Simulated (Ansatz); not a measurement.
Computed with PBE0-D3(BJ)/def2-TZVP in Ansatz (a first-principles code). No frequencies were computed at this level.

Ansatz 0.2 input:
```yaml
crystal:
  periodic: [false, false, false]
  atoms:
    - { symbol: S, position_ang: [2.203491, -1.104154, -0.206977] }
    - { symbol: C, position_ang: [0.782579, -0.392153, -0.073262] }
    - { symbol: C, position_ang: [0.01606, 0.844051, 0.051943] }
    - { symbol: C, position_ang: [-0.669696, -0.516522, 0.00955] }
    - { symbol: H, position_ang: [0.049829, 1.38038, 0.989793] }
    - { symbol: H, position_ang: [-0.062295, 1.493108, -0.809096] }
    - { symbol: H, position_ang: [-1.216113, -0.796123, -0.880424] }
    - { symbol: H, position_ang: [-1.103856, -0.908587, 0.918473] }
basis:
  gaussian: { orbitals: def2-tzvp }
hamiltonian:
  xc: pbe0
  dispersion: d3bj
relax:
  max_steps: 150
```

Output:

```
Functional definition: PBE0
987 factors; their error is unknown
mean field evaluation 1: about -13994.5340 eV, gradient 6.1e1 eV
mean field evaluation 2: about -13979.1475 eV, gradient 9.5e1 eV
mean field evaluation 4: about -14003.3258 eV, gradient 8.1e0 eV
mean field evaluation 8: about -14003.4694 eV, gradient 5.4e-2 eV
mean field evaluation 16: about -14003.4828 eV, gradient 2.1e-5 eV
mean field -14003.48275992 eV, -514.6184995254 hartree, gradient 2.0e-5 eV, S^2 0.000000; 0 other end points of the search recorded, 0 dependent functions left out
reference -14003.48278468 eV, -514.6185004354 hartree; 19, 19 occupied and 135, 135 virtual orbitals, 987 factors
relax step   1: F+E_penalty+E_count = -14003.61969886 eV  Δ(F+E_penalty+E_count) = +0.000e0 eV  max|allowed force component| = 1.885e-1 eV/Å  Δτ_max = 0.0000 Å  (30 SCF iters, accepted)
these checks for a lower state are left out or cut short: starts, cluster_reference, orbital_swaps, neighbouring_geometries, increment
987 factors; their error is unknown
mean field -14003.48595592 eV, -514.6186169765 hartree, gradient 7.8e-6 eV, S^2 0.000000; 0 other end points of the search recorded, 0 dependent functions left out
reference -14003.48598071 eV, -514.6186178873 hartree; 19, 19 occupied and 135, 135 virtual orbitals, 987 factors
relax step   2: F+E_penalty+E_count = -14003.62299283 eV  Δ(F+E_penalty+E_count) = -3.294e-3 eV  max|allowed force component| = 7.247e-2 eV/Å  Δτ_max = 0.0067 Å  (35 SCF iters, accepted)
these checks for a lower state are left out or cut short: starts, cluster_reference, orbital_swaps, neighbouring_geometries, increment
987 factors; their error is unknown
mean field evaluation 32: about -14003.4865 eV, gradient 7.6e-6 eV
mean field -14003.48649263 eV, -514.6186367000 hartree, gradient 7.7e-6 eV, S^2 0.000000; 0 other end points of the search recorded, 0 dependent functions left out
reference -14003.48651742 eV, -514.6186376112 hartree; 19, 19 occupied and 135, 135 virtual orbitals, 987 factors
relax step   3: F+E_penalty+E_count = -14003.62360908 eV  Δ(F+E_penalty+E_count) = -6.163e-4 eV  max|allowed force component| = 3.961e-2 eV/Å  Δτ_max = 0.0044 Å  (35 SCF iters, accepted)
these checks for a lower state are left out or cut short: starts, cluster_reference, orbital_swaps, neighbouring_geometries, increment
987 factors; their error is unknown
mean field -14003.48650781 eV, -514.6186372579 hartree, gradient 7.7e-6 eV, S^2 0.000000; 0 other end points of the search recorded, 0 dependent functions left out
reference -14003.48653260 eV, -514.6186381691 hartree; 19, 19 occupied and 135, 135 virtual orbitals, 987 factors
relax step   4: F+E_penalty+E_count = -14003.62363252 eV  Δ(F+E_penalty+E_count) = -2.344e-5 eV  max|allowed force component| = 5.348e-3 eV/Å  Δτ_max = 0.0005 Å  (35 SCF iters, accepted)
987 factors; their error is unknown
mean field evaluation 64: about -14003.4865 eV, gradient 1.1e-4 eV
mean field -14003.48650781 eV, -514.6186372579 hartree, gradient 7.7e-6 eV, S^2 0.000000; 1 other end points of the search recorded, 0 dependent functions left out
reference -14003.48653260 eV, -514.6186381691 hartree; 19, 19 occupied and 135, 135 virtual orbitals, 987 factors
Total energy: -14003.62365731 eV, -514.6236774093 hartree
Atom 0 at     2.195612    -1.100210    -0.206118 Å, force     0.002583    -0.001297    -0.000153 eV/Å
Atom 1 at     0.778119    -0.389914    -0.072984 Å, force    -0.002013     0.001012     0.000098 eV/Å
Atom 2 at     0.014846     0.846907     0.052124 Å, force     0.001707     0.005348     0.000341 eV/Å
Atom 3 at    -0.672717    -0.517251     0.009620 Å, force    -0.003288    -0.004562     0.000032 eV/Å
Atom 4 at     0.053844     1.376166     0.999121 Å, force    -0.000893    -0.002186    -0.001948 eV/Å
Atom 5 at    -0.059584     1.490071    -0.819214 Å, force    -0.000773    -0.002372     0.001655 eV/Å
Atom 6 at    -1.211807    -0.795996    -0.890444 Å, force     0.001404     0.001947     0.001790 eV/Å
Atom 7 at    -1.098315    -0.909774     0.927895 Å, force     0.001273     0.002112    -0.001814 eV/Å
Dipole moment:    -0.475714     0.238378     0.044657 e Å
```

Cost: about 15 core-seconds (a rough figure).
